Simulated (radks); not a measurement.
Excited configurations of the copper ion Cu2+: one electron is placed in a higher orbital outside [Ar] 3d8. The ground configuration is [Ar] 3d9. Calculated with a radial shooting solver on a logarithmic mesh with Libxc functionals: Dirac Kohn-Sham, PBE, spin-unpolarised, spherical densities, finite nucleus; open shells are shared between the two j in proportion to 2j + 1; Fermi nuclear charge, rms radius 3.8823 fm. Excitation = E - E(ground); binding = E(ion) - E, where the ion is the core of charge +3; n* = 3/sqrt(2 binding) in atomic units, and the quantum defect is n - n*. Eigenvalue and <r> are those of j = l + 1/2.

| outer orbital | excitation (eV) | binding (eV) | quantum defect | <r> (bohr) |
|---|---|---|---|---|
| 4s | 9.487 | 29.532 | 1.964 | 2.193 |
| 4d | 26.264 | 12.756 | 0.902 | 3.888 |
| 5p | 28.107 | 10.912 | 1.650 | 5.470 |
| 6p | 32.454 | 6.566 | 1.681 | 9.255 |
| 6f | 35.367 | 3.652 | 0.210 | 15.19 |
| 7p | 34.619 | 4.400 | 1.725 | 13.99 |
| 7d | 35.530 | 3.490 | 1.077 | 17.10 |
| 7f | 36.310 | 2.710 | 0.278 | 21.29 |

The Delta-SCF ionisation energy is 39.019 eV (NIST Atomic Spectra Database: 36.84 eV, measured). Self-interaction in the functional shifts the binding energies and quantum defects, so they are the method's values and not measured ones. Spin polarisation and multiplet splitting are left out, so open shells lie too high by an amount that depends on their filling.

Beside tabulated values, note that spin-unpolarised runs miss the spin-polarisation part of the exchange energy of open shells.
